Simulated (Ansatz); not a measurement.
`C[O][InH][Cl]` + H₂ → `C[O][InH2]` + HCl at 500 K and 1 bar (hydrogenolysis of the In–Cl bond).

Isolated molecules relaxed with PBE0-D4/def2-TZVP in Ansatz; ΔE leaves out vibrations. CCSD(T)/CBS is the MP2 limit (def2-TZVPP, def2-QZVPP) plus CCSD(T) − MP2 in def2-TZVPP, frozen cores. This one scheme is used for every species. def2 core potentials past Kr. For In outer-core shells are correlated without core-valence functions, which leaves a few kJ/mol of doubt a bond. Each species was taken in one conformer, which may not be the lowest.

```
        species  CCSD(T)/CBS energy (Eh)  H − E (kJ/mol)  S (J/(mol·K))
`C[O][InH][Cl]`               -765.26650           168.4          411.1
             H₂                 -1.17544            41.0          145.5
   `C[O][InH2]`               -306.01914           175.3          366.5
            HCl               -460.38127            32.5          201.9
```

H − E and S are ideal-gas, rigid-rotor, harmonic terms from PBE0-D4/def2-TZVP, for one conformer and one mirror image of each species. The MP2-based limit puts H₂ 0.8 mEh under its directly extrapolated value; such offsets cancel only in part. 1 Eh = 2625.50 kJ/mol, R = 8.31446 J/(mol·K).

Q: By hand: ΔE, ΔH, ΔS and ΔG.

A: ΔE = (-306.01914) + (-460.38127) − (-765.26650) − (-1.17544) = 0.04153 Eh = 109.0 kJ/mol. Δ(H − E) = 175.3 + 32.5 − 168.4 − 41.0 = -1.6, so ΔH = 107.4 kJ/mol. ΔS = 366.5 + 201.9 − 411.1 − 145.5 = 11.8 J/(mol·K). ΔG = 107.4 − 500 × (11.8)/1000 = 101.5 kJ/mol.

Q: By hand: the equilibrium constant, and the temperature at which ΔG would vanish if ΔH and ΔS stayed fixed.

A: log₁₀ K = −ΔG/(RT ln 10) = -10.6. ΔG = 0 at ΔH/ΔS = 9102 K, far beyond where these terms or the molecules hold.

The number of gas molecules stays the same, so ΔS is small and ΔH decides. A doubt of 5 kJ/mol in ΔE shifts log₁₀ K by 0.5 here. Other conformers and mirror images would add mixing entropy, several J/(mol·K) or more a flexible species. These are equilibria of isolated gas molecules and say nothing of rates. Largest T1 diagnostic: 0.017 (customary marks: 0.02 for closed shells, 0.045 for open ones).
